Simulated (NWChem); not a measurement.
Species: SiH$_{3}$I; SMILES [SiH3]I

Computed with NWChem. Geometry: optimised at PBE0/def2-SVP. def2 effective core potentials on I; no spin-orbit coupling. Static field.

Question: Estimate the computed values for BHandHLYP/def2-SVPD. Quantities: isotropic polarisability (bohr³); anisotropy (bohr³).

Answer: The isotropic polarisability (bohr³) is 63.0 and the anisotropy (bohr³) is 23.7.
